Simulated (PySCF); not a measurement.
C₂H₄OSe, SMILES C1OC[Se]1.

The structure is a stationary point at PBE-D3(BJ)/def2-SVP. This is a generated structure with no PubChem entry under its InChIKey; it may be hypothetical.

These are TDA-B3LYP/def2-SVPD (PySCF) values and carry that method's errors.

Vertical excitations. The molecule is in vacuum. State labels are in the subgroup C2v.

| state | symmetry | energy (eV) | λ (nm) | f | main pairs |
|---|---|---|---|---|---|
| S1 | A2 | 3.41 | 363 | 0.000 | HOMO→LUMO 99 % |
| S2 | B1 | 5.02 | 247 | 0.010 | HOMO→LUMO+1 98 % |
| S3 | A2 | 5.22 | 238 | 0.000 | HOMO−1→LUMO 99 % |
| S4 | B1 | 5.71 | 217 | 0.024 | HOMO→LUMO+2 98 % |
| S5 | B2 | 5.84 | 212 | 0.046 | HOMO−2→LUMO 96 % |
| S6 | A1 | 6.39 | 194 | 0.049 | HOMO→LUMO+3 99 % |
| S7 | A2 | 6.51 | 190 | 0.000 | HOMO→LUMO+4 99 % |
| S8 | B1 | 6.57 | 189 | 0.012 | HOMO→LUMO+5 56 %, HOMO−1→LUMO+1 42 % |
| S9 | B1 | 6.66 | 186 | 0.005 | HOMO−1→LUMO+1 55 %, HOMO→LUMO+5 42 % |
| S10 | A1 | 7.01 | 177 | 0.000 | HOMO−2→LUMO+1 63 %, HOMO−3→LUMO 36 % |
| T1 | A2 | 2.93 | 423 | 0 | HOMO→LUMO 98 % |
| T2 | B1 | 4.56 | 272 | 0 | HOMO→LUMO+1 97 % |
| T3 | B2 | 4.92 | 252 | 0 | HOMO−2→LUMO 96 % |
| T4 | A2 | 5.10 | 243 | 0 | HOMO−1→LUMO 98 % |
Triplets are in the Tamm–Dancoff approximation.
